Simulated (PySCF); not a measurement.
Molecule: `InChI=1S/C7H8O/c8-3-7-1-4-5(2-7)6(4)7/h3-6H,1-2H2/t4-,5+,6-,7+`.

Cartesian coordinates in Å; atom numbers follow the order of the lines, from 1:
```xyz
16

O     2.6653   -0.0097   -1.2709
C     1.9417   -0.5725   -0.4951
C     0.5657   -0.1731   -0.1368
C     0.2271    0.2566    1.3094
C    -0.9230    1.0196    0.6845
C    -1.4599    0.1636   -0.4484
C    -0.6240   -1.0995   -0.4807
C    -0.2593    1.0374   -0.6608
H     2.2739   -1.4892    0.0396
H     0.9779    0.9234    1.7286
H    -0.0025   -0.5405    2.0171
H    -1.5052    1.7944    1.1526
H    -2.4530    0.2841   -0.8454
H    -0.5470   -1.5150   -1.4834
H    -0.8530   -1.8904    0.2343
H    -0.0322    1.8198   -1.3559
```

Frames of a GFN2-xTB Langevin trajectory at 200 K; GIAO PBE0/pcSseg-1 shieldings in PySCF, gas phase, non-relativistic; equivalent atoms averaged within each frame.

δ = σ(ref) − σ, references computed at the same level: ¹⁷O (σref 336.08) vs H2O; TMS for ¹³C (σref 186.93) and ¹H (σref 31.72). The references are static minima.

Task: How do the shifts (ppm) fluctuate along the trajectory?

Result: 
| time (fs) | O1 | C2 | C3 | C4/C7 | C8 | C5/C6 | H9 | H10/H14 | H11/H15 | H12/H13 |
| --- | --- | --- | --- | --- | --- | --- | --- | --- | --- | --- |
| 250 | 680.4 | 201.8 | 60.9 | 47.3 | 25.2 | 15.4 | 9.56 | 3.50 | 2.56 | 2.29 |
| 425 | 649.0 | 199.5 | 52.7 | 43.1 | 37.4 | 13.1 | 9.32 | 2.53 | 2.36 | 0.98 |
| 625 | 750.9 | 219.8 | 51.6 | 45.6 | 47.2 | 18.3 | 10.63 | 2.90 | 2.44 | 2.47 |
| 800 | 735.9 | 215.0 | 50.3 | 44.5 | 53.3 | 19.2 | 10.75 | 3.84 | 2.78 | 1.97 |
| 1000 | 630.0 | 193.5 | 61.5 | 38.6 | 36.2 | 18.4 | 9.76 | 2.85 | 2.22 | 1.54 |
| mean of frames | 689.2 | 205.9 | 55.4 | 43.8 | 39.8 | 16.9 | 10.00 | 3.12 | 2.47 | 1.85 |
| standard deviation | 52.9 | 11.0 | 5.4 | 3.3 | 10.8 | 2.5 | 0.65 | 0.53 | 0.21 | 0.60 |

5 frames give an uncertainty of the mean of about the standard deviation over 2.2 at best, since frames this close in time may not be independent; classical motion lacks zero-point vibration, and the reference would need the same averaging.
